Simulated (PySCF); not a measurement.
**Orbital levels and atomic charges**

System: [C25H15S]+ (charged doped PAH), SMILES c1ccc2cc3[s+]c4c(ccc5ccc6ccccc6c54)cc3cc2c1.

Cartesian coordinates (Å):
```
  1 C     6.722    0.187   -0.029
  2 C     6.354    1.385    0.620
  3 C     5.038    1.698    0.815
  4 C     4.020    0.829    0.368
  5 C     2.661    1.123    0.552
  6 C     1.689    0.257    0.106
  7 S     0.029    0.709    0.381
  8 C    -0.990   -0.538   -0.270
  9 C    -0.344   -1.659   -0.884
 10 C    -1.142   -2.706   -1.432
 11 C    -2.486   -2.641   -1.371
 12 C    -3.141   -1.538   -0.765
 13 C    -4.550   -1.573   -0.756
 14 C    -5.272   -0.566   -0.201
 15 C    -4.617    0.543    0.381
 16 C    -5.413    1.559    0.942
 17 C    -4.852    2.664    1.524
 18 C    -3.464    2.764    1.549
 19 C    -2.669    1.780    1.006
 20 C    -3.192    0.627    0.398
 21 C    -2.412   -0.451   -0.196
 22 C     1.033   -1.823   -0.999
 23 C     2.034   -0.956   -0.552
 24 C     3.393   -1.249   -0.736
 25 C     4.390   -0.389   -0.293
 26 C     5.769   -0.678   -0.475
 27 H     7.768   -0.035   -0.169
 28 H     7.127    2.054    0.965
 29 H     4.757    2.614    1.312
 30 H     2.382    2.040    1.050
 31 H    -0.644   -3.545   -1.892
 32 H    -3.097   -3.430   -1.783
 33 H    -5.041   -2.423   -1.203
 34 H    -6.351   -0.596   -0.196
 35 H    -6.486    1.446    0.903
 36 H    -5.466    3.439    1.952
 37 H    -2.995    3.624    2.001
 38 H    -1.614    1.949    1.074
 39 H     1.366   -2.728   -1.491
 40 H     3.664   -2.168   -1.234
 41 H     6.042   -1.596   -0.973
```

Method: PBE0/6-31G*, gas phase, PySCF, fitting set def2-universal-JFIT up to Ne and JKFIT beyond, grid level 1.

(1) Give the orbital energies near the gap.

(2) Give the partial charges of the non-hydrogen atoms.

## Answers

(1) 
```
orbital      eV
 HOMO-4  -10.95
 HOMO-3  -10.60
 HOMO-2   -9.86
 HOMO-1   -9.44
   HOMO   -9.20
   LUMO   -6.61
 LUMO+1   -4.50
 LUMO+2   -4.31
 LUMO+3   -3.94
```

(2) 
```json
{"atom": "C1", "Mulliken": "-0.17", "IAO": "-0.13", "Hirshfeld": "-0.02"}
{"atom": "C2", "Mulliken": "-0.15", "IAO": "-0.10", "Hirshfeld": "0.00"}
{"atom": "C3", "Mulliken": "-0.20", "IAO": "-0.14", "Hirshfeld": "-0.03"}
{"atom": "C4", "Mulliken": "0.13", "IAO": "0.04", "Hirshfeld": "0.03"}
{"atom": "C5", "Mulliken": "-0.25", "IAO": "-0.14", "Hirshfeld": "-0.04"}
{"atom": "C6", "Mulliken": "-0.22", "IAO": "-0.11", "Hirshfeld": "0.00"}
{"atom": "S7", "Mulliken": "0.47", "IAO": "0.39", "Hirshfeld": "0.16"}
{"atom": "C8", "Mulliken": "-0.24", "IAO": "-0.08", "Hirshfeld": "0.03"}
{"atom": "C9", "Mulliken": "0.15", "IAO": "-0.01", "Hirshfeld": "0.01"}
{"atom": "C10", "Mulliken": "-0.18", "IAO": "-0.12", "Hirshfeld": "-0.02"}
{"atom": "C11", "Mulliken": "-0.21", "IAO": "-0.13", "Hirshfeld": "-0.02"}
{"atom": "C12", "Mulliken": "0.11", "IAO": "0.05", "Hirshfeld": "0.03"}
{"atom": "C13", "Mulliken": "-0.22", "IAO": "-0.15", "Hirshfeld": "-0.04"}
{"atom": "C14", "Mulliken": "-0.18", "IAO": "-0.08", "Hirshfeld": "0.00"}
{"atom": "C15", "Mulliken": "0.08", "IAO": "0.01", "Hirshfeld": "0.01"}
{"atom": "C16", "Mulliken": "-0.20", "IAO": "-0.12", "Hirshfeld": "-0.02"}
{"atom": "C17", "Mulliken": "-0.16", "IAO": "-0.13", "Hirshfeld": "-0.02"}
{"atom": "C18", "Mulliken": "-0.17", "IAO": "-0.11", "Hirshfeld": "-0.02"}
{"atom": "C19", "Mulliken": "-0.25", "IAO": "-0.15", "Hirshfeld": "-0.05"}
{"atom": "C20", "Mulliken": "0.08", "IAO": "0.00", "Hirshfeld": "0.01"}
{"atom": "C21", "Mulliken": "0.06", "IAO": "-0.02", "Hirshfeld": "0.00"}
{"atom": "C22", "Mulliken": "-0.27", "IAO": "-0.04", "Hirshfeld": "0.03"}
{"atom": "C23", "Mulliken": "0.15", "IAO": "-0.01", "Hirshfeld": "0.00"}
{"atom": "C24", "Mulliken": "-0.22", "IAO": "-0.10", "Hirshfeld": "0.00"}
{"atom": "C25", "Mulliken": "0.09", "IAO": "0.01", "Hirshfeld": "0.02"}
{"atom": "C26", "Mulliken": "-0.18", "IAO": "-0.13", "Hirshfeld": "-0.02"}
```
